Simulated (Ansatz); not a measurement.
Relaxation of FH4InO3 (9 atoms, charge 0, multiplicity 1), to a largest force component of 0.03 eV/Å in at most 50 steps.

Level of theory: Ansatz, RKS B3LYP-D4/def2-SVP.

```xyz
9
Properties=species:S:1:pos:R:3
In 0.046 -0.345 0.099
O -0.124 -0.164 2.087
H -1.028 -0.305 2.401
O 1.886 -0.450 -0.669
H 1.846 -0.644 -1.617
O -1.536 -0.681 -1.090
H -2.379 -0.607 -0.618
F 0.121 2.561 1.149
H 0.212 1.999 1.884
```

Where does it end, and by what steps?

The run converged. After 23 steps the energy has fallen by 0.944 eV; H9 moved furthest, 1.01 Å. Parted: F8–H9 (0.93 → 1.87 Å). Joined: In1–F8 (3.09 → 2.01 Å), O2–H9 (2.20 → 0.99 Å).

```
step  energy less start (eV)  largest force component (eV/Å)  accepted
   0                  0.0000                           0.514       yes
   1                 -0.1799                           0.633       yes
   2                 -0.3062                           0.878       yes
   3                 -0.3649                           1.599       yes
   4                 -0.4338                           0.272       yes
   5                 -0.4449                           0.262       yes
   6                 -0.4590                           0.167       yes
   7                 -0.4668                           0.745       yes
   8                 -0.4809                           0.433       yes
   9                 -0.5013                           0.318       yes
  10                 -0.5340                           2.013       yes
  11                 -0.8362                           1.037       yes
  12                 -0.8332                           1.280        no
  13                 -0.9112                           0.309       yes
  14                 -0.9275                           0.264       yes
  15                 -0.8983                           1.050        no
  16                 -0.9357                           0.130       yes
  17                 -0.9396                           0.336       yes
  18                 -0.9426                           0.180       yes
  19                 -0.9374                           0.264        no
  20                 -0.9435                           0.071       yes
  21                 -0.9436                           0.054       yes
  22                 -0.9438                           0.032       yes
  23                 -0.9439                           0.006       yes
```

```xyz
9
Properties=species:S:1:pos:R:3
In 0.097 0.253 -0.173
O 0.042 0.109 2.155
H -0.773 -0.295 2.491
O 1.961 -0.151 -0.752
H 1.978 -0.930 -1.325
O -1.599 -0.720 -0.635
H -2.307 -0.084 -0.815
F -0.230 2.101 0.556
H -0.126 1.080 2.121
```

Whether the end is a true minimum wasn't checked by a vibrational analysis.

The run took 83 s on 2 threads of Arm Neoverse V1, with other jobs on the host, peak memory 0.23 GiB.
